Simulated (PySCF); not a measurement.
## From computed data to an observable: refractive index and permittivity of the vapour

GaH5Si, SMILES [SiH3][GaH2].

Geometry: PBE0-D3(BJ)/def2-TZVP.

PBE/def2-TZVPD (PySCF) gives a mean static polarisability of 68.1 bohr³ and a dipole moment of 0.11 D. Take an ideal gas at 298.15 K and 0.1 bar, whether or not the substance is that volatile.

Q: Work out n − 1 in the optical limit and the static ε − 1.

A: 
Polarisability volume α' = 68.1 × 0.148185 = 10.09 Å³. Number density N = p/kT = 2.43e-6 Å⁻³.
Dilute limit of Lorentz–Lorenz: n − 1 = 2π N α' = 0.00015.
Orientation term of Debye: μ²/(3kT) = 8.098 Å³ × μ²(D²) = 0.10 Å³.
ε − 1 = 4π N (α' + μ²/3kT) = 0.00031. Orientation of the dipole supplies 1 % of the static response; it can't follow optical fields. Vibrational polarisation and dispersion are left out.
